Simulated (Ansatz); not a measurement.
Computed with Ansatz on PBE0-D4/def2-TZVP structures; ΔE is electronic, products minus reactants. CCSD(T)/CBS adds triple-zeta CCSD(T) − MP2 to the extrapolated MP2 energy (def2 sets, frozen cores). This one scheme is used for every species. For Ge outer-core shells are correlated without core-valence functions, which leaves a few kJ/mol of doubt a bond. Scalar relativity is left out up to krypton. Each species was taken in one conformer, which may not be the lowest.

Consider the ligand exchange at a Ge–C bond: `CO[CH2][GeH3]` + `C[SiH2]O` → `C[SiH2][O][GeH3]` + `COC`.

```
           species  CCSD(T)/CBS(def2) energy (Eh)
   `CO[CH2][GeH3]`                    -2232.16597
        `C[SiH2]O`                     -405.96945
`C[SiH2][O][GeH3]`                    -2483.29571
             `COC`                     -154.86276
```

(1) Work out ΔE.

Largest T1 diagnostic among the species: 0.011.

Answers

(1) ΔE = (-2483.29571) + (-154.86276) − (-2232.16597) − (-405.96945) = -0.02305 Eh = -14.5 kcal/mol.

From BLYP to BHLYP (50 % exact exchange), in def2-TZVPP and without D4, ΔE moves by −2.2 kcal/mol. Leaving LDA and LC-ωPBE aside and taking each functional with its dispersion term where it has one, the values, not all of them listed here, spread over 4.6 kcal/mol, from BHLYP-D4 to PBE-D4. LDA lies +1.3 kcal/mol from PBE without D4.
